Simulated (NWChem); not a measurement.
System: C2H6O2Si; SMILES C[SiH2]C(=O)O

```xyz
11

C      0.6371     2.1083     0.1643
Si    -0.6907     0.8049    -0.0970
C      0.1633    -0.9254    -0.0414
O      1.3452    -1.1071    -0.2528
O     -0.6860    -1.9509     0.2286
H      0.2360     3.1179     0.0235
H      1.0549     2.0453     1.1748
H      1.4562     1.9581    -0.5466
H     -1.3175     0.9135    -1.4419
H     -1.7606     0.8591     0.9330
H     -0.1502    -2.7713     0.1957
```
Atoms are numbered in this order, from 1.

Results from NWChem. Pople sets run with spherical d functions. All runs use the structure optimised with B3LYP/6-31G* (spherical d). B3LYP is NWChem's, with the RPA form of VWN correlation. Level: B3LYP/6-31G* with SMD (1 M gas to 1 M solution), gas-phase geometry. Reactions with the solvent are ignored.

For solvent water:

```yaml
cavity-dispersion-structure term (kcal/mol): 5.3
dipole in solution (D): 1.18
```

Problem. What are these values for solvent toluene?

Solution. 
| Item | Result |
|---|---|
| cavity-dispersion-structure term (kcal/mol) | -1.0 |
| dipole in solution (D) | 0.93 |
